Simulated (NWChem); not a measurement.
Molecule: C3H8Si; SMILES C=C[SiH2]C

```xyz
12

Si    -0.5513    -0.5172    -0.0724
C      0.6967    -1.9046     0.1672
C      0.2914     1.1113    -0.4564
C      0.1865     2.2051     0.3077
H     -1.4735    -0.8833    -1.1965
H     -1.3719    -0.3313     1.1669
H      1.3772    -1.6787     1.0025
H      0.1871    -2.8559     0.3855
H      1.3049    -2.0468    -0.7397
H      0.9138     1.1781    -1.3601
H      0.6958     3.1433     0.0584
H     -0.4179     2.2148     1.2223
```
Atoms are numbered in this order, from 1.

Level: PBE0/def2-SVP (NWChem), optimised geometry, unscaled harmonic frequencies. 

```tsv
frequency (cm⁻¹)	IR intensity (km/mol)
81	0.1
163	0.0
190	0.3
284	0.3
478	5.3
508	14.0
629	8.6
704	14.8
736	18.7
762	71.9
883	34.1
905	247.8
943	88.8
991	33.7
1013	9.5
1045	9.3
1262	20.4
1275	0.4
1419	15.4
1430	4.1
1432	3.4
1688	7.0
2206	133.4
2214	107.9
3059	3.0
3135	12.6
3150	4.0
3165	2.9
3168	2.5
3233	7.4
```

```yaml
zero_point_energy: 60.2 kcal/mol
thermal correction to the enthalpy at 298.15 K (with zero-point energy): 64.9 kcal/mol
heat capacity Cv: 22.4 cal/(mol K)
entropy at 298.15 K and 1 atm (symmetry number 1): 77.6 cal/(mol K)
dipole_moment: 0.75 D
```

Rigid rotor and harmonic oscillator; modes under 100 cm⁻¹ make the entropy uncertain.
